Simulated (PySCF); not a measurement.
Excitation energy of Tb by level of theory

Tb [Xe] 4f9 6s2 (high-spin determinant) → Tb [Xe] 4f9 5d2 (high-spin determinant), as a difference of total energies. Computed with PySCF 2.14 in x2c-TZVPPall with one added diffuse shell each of s, p, d, f type (12s8p8d5f2g, 129 functions), with the spin-free X2C one-electron Hamiltonian (Gaussian nucleus). Correlated levels: valence: [Kr] 4d10 frozen; valence and next inner shell: [Ar] 3d10 frozen. The calculations carry no spin-orbit coupling.

```json
{"method": "UHF", "excitation energy (cm⁻¹)": "33131"}
{"method": "LDA", "excitation energy (cm⁻¹)": "33846"}
{"method": "MP2 (valence)", "excitation energy (cm⁻¹)": "35804"}
{"method": "SCS-MP2 (valence and next inner shell)", "excitation energy (cm⁻¹)": "38476"}
```

Estimate what SCS-MP2 (valence) gives.

38162 cm⁻¹, closest to SCS-MP2 (valence and next inner shell) among the rows shown.

Estimate what MP2 (valence and next inner shell) gives.

36241 cm⁻¹, closest to MP2 (valence) among the rows shown.

A first-order spin-orbit estimate (lowest level to lowest level, LS coupling) adds 0.094 eV.

In the upper state the promoted electron has a positive orbital energy at LDA, so the basis confines it.

The determinant of the upper state and of the lower state mixes LS terms, which raises its energy above the lowest term, most at the Hartree-Fock and MP2 levels.
